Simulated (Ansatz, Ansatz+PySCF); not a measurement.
```yaml
atoms:
  - { symbol: C, position_ang: [0.0000, 0.7050, 0.0000] }
  - { symbol: C, position_ang: [-1.2211, 1.4100, 0.0000] }
  - { symbol: C, position_ang: [-2.4422, 0.7050, 0.0000] }
  - { symbol: C, position_ang: [-2.4422, -0.7050, 0.0000] }
  - { symbol: C, position_ang: [-1.2211, -1.4100, 0.0000] }
  - { symbol: C, position_ang: [0.0000, -0.7050, 0.0000] }
  - { symbol: C, position_ang: [1.4100, 0.7050, 0.0000] }
  - { symbol: C, position_ang: [1.4100, -0.7050, 0.0000] }
  - { symbol: C, position_ang: [2.6311, 1.4100, 0.0000] }
  - { symbol: C, position_ang: [3.8522, 0.7050, 0.0000] }
  - { symbol: C, position_ang: [3.8522, -0.7050, 0.0000] }
  - { symbol: C, position_ang: [2.6311, -1.4100, 0.0000] }
  - { symbol: H, position_ang: [-1.2211, 2.4950, 0.0000] }
  - { symbol: H, position_ang: [-3.3818, 1.2475, 0.0000] }
  - { symbol: H, position_ang: [-3.3818, -1.2475, 0.0000] }
  - { symbol: H, position_ang: [-1.2211, -2.4950, 0.0000] }
  - { symbol: H, position_ang: [2.6311, 2.4950, 0.0000] }
  - { symbol: H, position_ang: [4.7918, 1.2475, 0.0000] }
  - { symbol: H, position_ang: [4.7918, -1.2475, 0.0000] }
  - { symbol: H, position_ang: [2.6311, -2.4950, 0.0000] }
```

Basis set: def2-SVP (spherical functions). Charge 0, multiplicity 1.

Computed with Ansatz (development build ahead of 0.2.0); each method stands on the lowest determinant of its kind that the runs found. Restricted functionals stand beside restricted open-shell atoms, which can lie above the unrestricted atoms usual in DFT and then raise those values.

The atomization energy at this shape (free ground-state atoms in the same class of orbitals less the molecule, no zero-point energy) of singlet C12H8:

```tsv
method	atomization energy
ωB97X (unrestricted)	106.79 eV
PBE0 (restricted)	109.61 eV
PBE0 (unrestricted)	109.08 eV
UHF	80.14 eV
```

Q: What does RHF give?

A: 80.48 eV. Caution: the shape is not the minimum. Caution for UHF: the unrestricted determinant is a mixture of spin states. Caution for RHF: an unrestricted determinant lies well below.
